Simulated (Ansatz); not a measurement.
A calculation with Ansatz (development build ahead of 0.2.0).

```yaml
crystal:
  periodic: [false, false, false]
  atoms:
    - { symbol: H, position_ang: [2.185, 0.0, 0.4255] }
    - { symbol: H, position_ang: [1.0925, 1.89227, 0.4255] }
    - { symbol: H, position_ang: [-1.0925, 1.89227, 0.4255] }
    - { symbol: H, position_ang: [-2.185, 0.0, 0.4255] }
    - { symbol: H, position_ang: [-1.0925, -1.89227, 0.4255] }
    - { symbol: H, position_ang: [1.0925, -1.89227, 0.4255] }
    - { symbol: H, position_ang: [2.185, 0.0, -0.4255] }
    - { symbol: H, position_ang: [1.0925, 1.89227, -0.4255] }
    - { symbol: H, position_ang: [-1.0925, 1.89227, -0.4255] }
    - { symbol: H, position_ang: [-2.185, 0.0, -0.4255] }
    - { symbol: H, position_ang: [-1.0925, -1.89227, -0.4255] }
    - { symbol: H, position_ang: [1.0925, -1.89227, -0.4255] }
basis:
  gaussian: { orbitals: "6-31G" }
hamiltonian:
  xc: hf
correlation:
  method: mp2
  frozen_orbitals: { H: 0 }
output:
  forces: true
```

The input is written out in the form of the current development build from the run's settings.

Results

| Quantity | Value |
| --- | --- |
| Converged | yes |
| Reference energy | -6.65740 hartree |
| Correlation energy | -0.11712 hartree |
| Total energy | -6.77452 hartree |

Forces (eV/Å):
```json
{"atom": "H1", "Fx": "0.349", "Fy": "0.000", "Fz": "-3.328"}
{"atom": "H2", "Fx": "0.175", "Fy": "0.302", "Fz": "-3.328"}
{"atom": "H3", "Fx": "-0.175", "Fy": "0.302", "Fz": "-3.328"}
{"atom": "H4", "Fx": "-0.349", "Fy": "0.000", "Fz": "-3.328"}
{"atom": "H5", "Fx": "-0.175", "Fy": "-0.302", "Fz": "-3.328"}
{"atom": "H6", "Fx": "0.175", "Fy": "-0.302", "Fz": "-3.328"}
{"atom": "H7", "Fx": "0.349", "Fy": "0.000", "Fz": "3.328"}
{"atom": "H8", "Fx": "0.175", "Fy": "0.302", "Fz": "3.328"}
{"atom": "H9", "Fx": "-0.175", "Fy": "0.302", "Fz": "3.328"}
{"atom": "H10", "Fx": "-0.349", "Fy": "0.000", "Fz": "3.328"}
{"atom": "H11", "Fx": "-0.175", "Fy": "-0.302", "Fz": "3.328"}
{"atom": "H12", "Fx": "0.175", "Fy": "-0.302", "Fz": "3.328"}
```

Caution: bonds are stretched, where a single reference can fail; stretched shape with no unrestricted run beside it, a lower state can exist.
